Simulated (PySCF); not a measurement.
The bridging unit E of a fused [3,2-b] biheterole is swapped. Isolated molecules, 0 K electronic values unless said otherwise. Strings in code marks are SMILES.

All values below come from PBE-D3(BJ)/def2-TZVP // PBE-D3(BJ)/def2-SVP in PySCF. All candidates: neutral, multiplicity 1. Excitations are Tamm–Dancoff values on a coarser integration grid. The basis has no diffuse functions, so Rydberg states are missing or too high.

| Property | Result |
|---|---|
| brightest of the four lowest singlets (TDA) | 2.88 eV |
| S1 excitation (TDA) | 2.88 eV |
| HOMO–LUMO gap | 2.08 eV |

### Question
Identify which member has these values.
A. `O=S1(=O)C=CC2=C1C=CS2(=O)=O`
B. `C1=CC2=C(C=C[SiH2]2)[SiH2]1`
C. `c1cc2[se]ccc2[se]1`
D. `c1cc2occc2o1`

### Answer
A, `O=S1(=O)C=CC2=C1C=CS2(=O)=O`. The others give `c1cc2[se]ccc2[se]1`: 4.21 eV, 4.16 eV, 3.39 eV; `c1cc2occc2o1`: 5.33 eV, 5.33 eV, 3.81 eV; `C1=CC2=C(C=C[SiH2]2)[SiH2]1`: 3.29 eV, 3.29 eV, 2.22 eV
